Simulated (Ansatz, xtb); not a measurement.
Molecule: C₃H₇O₂, net charge 1, singlet state. It need not be the lowest isomer of its formula. SMILES: [OH+]=C(C)OC
Geometry from a B3LYP-D3(BJ)/def2-TZVP (Ansatz, a quantum-chemistry and plane-wave program) optimisation:
```xyz
12

C     -1.8697     0.2029     0.1085
C     -0.4326    -0.0907    -0.0729
O      0.0011    -1.0871    -0.7741
O      0.4229     0.6575     0.4763
C      1.8756     0.4131     0.3302
H     -2.3327     0.3680    -0.8684
H     -2.0002     1.0822     0.7322
H     -2.3604    -0.6576     0.5719
H      2.1313     0.4759    -0.7237
H      2.3320     1.2088     0.9056
H      2.1032    -0.5667     0.7404
H     -0.7057    -1.6247    -1.1705
```
Charge +1, spin multiplicity 1.

Harmonic wavenumbers from GFN2-xTB (xtb, at its own minimum), cm⁻¹: 57, 87, 226, 245, 389, 573, 589, 637, 885, 975, 995, 1015, 1087, 1088, 1138, 1351, 1372, 1378, 1397, 1402, 1410, 1433, 1535, 2984, 3003, 3005, 3012, 3055, 3066, 3384.

Task: Give the harmonic wavenumbers at B3LYP-D3(BJ)/def2-TZVP (Ansatz, finite differences of forces, unscaled).

Result: 59, 116, 207, 274, 415, 585, 604, 659, 843, 952, 1040, 1069, 1163, 1167, 1231, 1396, 1439, 1460, 1464, 1469, 1488, 1492, 1666, 3041, 3087, 3097, 3173, 3186, 3217, 3709 cm⁻¹. Zero-point energy 64.0 kcal/mol.

Task: From these and the geometry, give the ideal-gas thermochemistry at 298.15 K and 1 atm (rigid rotor, harmonic oscillator).

Result: Point group Cs, rotational symmetry number 1. Rotational constants 9.918, 4.001, 2.958 GHz. S(trans) 38.86, S(rot) 25.42, S(vib) 14.15, S(elec, spin only) 0.00, S 78.4 cal/(mol K). H(298) - H(0) 4.59 kcal/mol; G - E(el) 45.2 kcal/mol.
